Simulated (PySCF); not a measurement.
Harmonic spectrum computed at B3LYP in the def2-SVPD basis family (core potentials from Rb on, PySCF, no spin–orbit coupling):

| ω (cm⁻¹) | IR (km/mol) |
| --- | --- |
| 143 | 4.3 |
| 398 | 7.1 |
| 451 | 145 |

Q: Which molecule gave it? In each, all ligands are bound to the one heavy central atom.
A. TiS₂⁻ (doublet)
B. CoS₂⁻ (quintet)
C. HfS₂⁻ (doublet)
D. ScS₂⁻ (singlet)
E. GeS₂⁻ (doublet)

A: E. It has C2v symmetry with Ge–S 2.144 Å (×2).
